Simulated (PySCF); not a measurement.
F₆Mo, SMILES [F][Mo]([F])([F])([F])([F])[F] (connectivity only; charge and spin as stated), charge -1, multiplicity 2.

The structure is a stationary point at B3LYP-D3(BJ)/def2-SVPD. A frequency run showed that this geometry is not a minimum. The multiplicity is an assumed one; no other spin state was optimised. The isomer is the one that the SMILES or the coordinates give; other isomers of the formula were not compared. The def2 effective core potentials stand for the cores of Mo; spin–orbit coupling is left out.

Two levels are set side by side: PBE/def2-SVPD (PySCF) and CAM-B3LYP/def2-SVPD (PySCF). Same geometry, gas phase. Differences are taken from unrounded values.

| quantity | CAM-B3LYP |
|---|---|
| α-spin orbital gap (eV) | 5.74 |
| β-spin orbital gap (eV) | 9.53 |
| mean polarisability (bohr³) | 52.9 |

### Question
What does PBE give, and how far is it from CAM-B3LYP? (Estimate from the structure and the level; the computed values follow.)

### Answer

```csv
quantity,PBE,PBE minus CAM-B3LYP
α-spin orbital gap (eV),0.10,-5.64
β-spin orbital gap (eV),4.31,-5.22
mean polarisability (bohr³),58.3,5.4
```

PBE's more diffuse valence density responds more strongly to a field. Differences between two approximate levels are no errors against the true value.

Rough cost on one machine, each run with all the roots and properties that it gave: CAM-B3LYP against PBE within a factor of 2.
